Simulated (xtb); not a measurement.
silane (H$_{4}$Si), singlet, at a GFN2-xTB geometry; GFN2-xTB (xtb).

Input for xtb:
```
$ xtb mol.xyz --gfn 2 --ohess --json

# file mol.xyz
5

Si    -0.00000000     0.00000000    -0.00000000
H      0.85687118     0.83207387     0.84090169
H     -0.85685565    -0.82713035     0.84578045
H     -0.82961346     0.85438800    -0.84584481
H      0.82959793    -0.85933152    -0.84083733
```

Output, abridged:

```
   ID    Z sym.   atoms
    1   14 Si     1
    2    1 H      2-5

           -------------------------------------------------
          |                Calculation Setup                |
           -------------------------------------------------

           -------------------------------------------------
          |                 G F N 2 - x T B                 |
           -------------------------------------------------

          ...................................................
          :                      SETUP                      :
          :.................................................:
          :  # basis functions                  14          :
          :  # atomic orbitals                  13          :
          :  # shells                            7          :
          :  # electrons                         8          :
          :  max. iterations                   250          :
          :  Hamiltonian                  GFN2-xTB          :
          :  restarted?                      false          :
          :  GBSA solvation                  false          :
          :  PC potential                    false          :
          :  electronic temp.          300.0000000     K    :
          :  accuracy                    1.0000000          :
          :  -> integral cutoff          0.2500000E+02      :
          :  -> integral neglect         0.1000000E-07      :
          :  -> SCF convergence          0.1000000E-05 Eh   :
          :  -> wf. convergence          0.1000000E-03 e    :
          :  Broyden damping             0.4000000          :
          :  net charge                          0          :
          :  unpaired electrons                  0          :
          ...................................................

 iter      E             dE          RMSdq      gap      omega  full diag
   1     -3.7270896 -0.372709E+01  0.554E+00    8.05       0.0  T
   2     -3.8013860 -0.742964E-01  0.162E+00    6.73       1.0  T
   3     -3.8017436 -0.357564E-03  0.667E-01    6.68       1.0  T
   4     -3.8017763 -0.326709E-04  0.738E-02    6.71       1.0  T
   5     -3.8017771 -0.825381E-06  0.903E-03    6.71       5.0  T
   6     -3.8017774 -0.246624E-06  0.332E-03    6.71      13.5  T
   7     -3.8017773  0.186511E-07  0.403E-03    6.71      11.1  T
   8     -3.8017774 -0.204162E-07  0.320E-04    6.71     139.9  T
   9     -3.8017774 -0.150739E-09  0.396E-07    6.71  100000.0  T

[...]
         :: total energy              -3.763890914249 Eh    ::
 * total energy  :    -3.7638909 Eh     change       -0.1776357E-14 Eh
   *** GEOMETRY OPTIMIZATION CONVERGED AFTER 1 ITERATIONS ***
         :: total energy              -3.763890914249 Eh    ::
[...]
          :  rotational number                      12      :
          :  scaling factor                  1.0000000      :
          :  rotor cutoff                   50.0000000 cm⁻¹ :
          :  imag. cutoff                  -20.0000000 cm⁻¹ :
          :.................................................:

    mode    ω/cm⁻¹     T·S(HO)/kcal·mol⁻¹    T·S(FR)/kcal·mol⁻¹   T·S(vib)
   ------------------------------------------------------------------------
   ------------------------------------------------------------------------

   temp. (K)  partition function   enthalpy   heat capacity  entropy
                                   cal/mol     cal/K/mol   cal/K/mol   J/K/mol
 298.15  VIB   1.11                  249.618      3.298      1.053
         ROT   87.4                  888.752      2.981     11.866
         INT   97.4                 1138.370      6.279     12.918
         TR   0.176E+27             1481.254      4.968     36.316
         TOT                        2619.6240    11.2470    49.2342   205.9958

       T/K    H(0)-H(T)+PV         H(T)/Eh          T*S/Eh         G(T)/Eh
   ------------------------------------------------------------------------
    298.15    0.417464E-02    0.341462E-01    0.233927E-01    0.107534E-01
   ------------------------------------------------------------------------

         :::::::::::::::::::::::::::::::::::::::::::::::::::::
         ::                  THERMODYNAMIC                  ::
         :::::::::::::::::::::::::::::::::::::::::::::::::::::
         :: total free energy          -3.753137469116 Eh   ::
         ::.................................................::
         :: total energy               -3.763890914249 Eh   ::
         :: zero point energy           0.029971552959 Eh   ::
         :: G(RRHO) w/o ZPVE           -0.019218107826 Eh   ::
         :: G(RRHO) contrib.            0.010753445133 Eh   ::
         :::::::::::::::::::::::::::::::::::::::::::::::::::::

optimized geometry written to: xtbopt.xyz

           -------------------------------------------------
          | TOTAL ENERGY               -3.763890914249 Eh   |
          | TOTAL ENTHALPY             -3.729744724755 Eh   |
          | TOTAL FREE ENERGY          -3.753137469116 Eh   |
          | GRADIENT NORM               0.000000209542 Eh/α |
          | HOMO-LUMO GAP               6.707466877726 eV   |
           -------------------------------------------------

normal termination of xtb
```
